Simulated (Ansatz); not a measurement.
**Abstraction of F: C3H7FO + GeHF2 → C3H7O + GeHF3**

Species: C3H7FO `COCCF`, singlet; GeHF2 `[F][GeH][F]`, doublet; C3H7O `[CH2]COC`, doublet; GeHF3 `[F][GeH]([F])[F]`, singlet. A radical takes F: the energy is the difference in strength between the C–F bond broken and the Ge–F bond made.

Shapes, held fixed at every level: PBE0-D4/def2-TZVP. Flexible molecules stand in one conformer, not always the lowest. Programs: Ansatz 0.2.0. The zero-point and thermal change to 298 K, harmonic and unscaled (PBE0-D4/def2-TZVP), is -9.9 kJ/mol.

```json
{"level": "r2SCAN-D4/def2-TZVPP", "kind": "meta-GGA", "ΔH(298 K) (kJ/mol)": "-86.9", "less CCSD(T)/def2-TZVPP": "+4.6", "CPU time (sum over the molecules)": "64 s"}
{"level": "B3LYP-D4/def2-TZVPP", "kind": "global hybrid", "ΔH(298 K) (kJ/mol)": "-70.2", "less CCSD(T)/def2-TZVPP": "+21.3", "CPU time (sum over the molecules)": "56 s"}
{"level": "BHLYP-D4/def2-TZVPP", "kind": "global hybrid", "ΔH(298 K) (kJ/mol)": "-86.8", "less CCSD(T)/def2-TZVPP": "+4.7", "CPU time (sum over the molecules)": "46 s"}
{"level": "wB97X-V/def2-TZVPP", "kind": "range-separated hybrid", "ΔH(298 K) (kJ/mol)": "-77.4", "less CCSD(T)/def2-TZVPP": "+14.1", "CPU time (sum over the molecules)": "1.7 min"}
{"level": "B2PLYP/def2-TZVPP", "kind": "double hybrid", "ΔH(298 K) (kJ/mol)": "-82.2", "less CCSD(T)/def2-TZVPP": "+9.3", "CPU time (sum over the molecules)": "63 s"}
{"level": "CCSD(T)/def2-SVP", "kind": "coupled cluster or CI", "ΔH(298 K) (kJ/mol)": "-80.9", "less CCSD(T)/def2-TZVPP": "+10.6", "CPU time (sum over the molecules)": "97 s"}
{"level": "CCSD/def2-TZVPP", "kind": "coupled cluster or CI", "ΔH(298 K) (kJ/mol)": "-95.6", "less CCSD(T)/def2-TZVPP": "-4.1", "CPU time (sum over the molecules)": "–"}
{"level": "CCSD(T)/def2-TZVPP", "kind": "coupled cluster or CI", "ΔH(298 K) (kJ/mol)": "-91.5", "less CCSD(T)/def2-TZVPP": "0.0", "CPU time (sum over the molecules)": "16 min"}
```

The highest level, CCSD(T)/def2-TZVPP, gives ΔH(298 K) = -91.5 kJ/mol; the levels span -95.6 to -70.2. The column of differences is taken from that level and isn't an error. No measured value is set beside it here. Open shells run unrestricted unless RO is named. Relativity is left out for Ge unless named. Correlated rows may include outer-core shells of Ge, which these sets cover unevenly. Times are processor times on shared x86 and Arm servers, and rough.
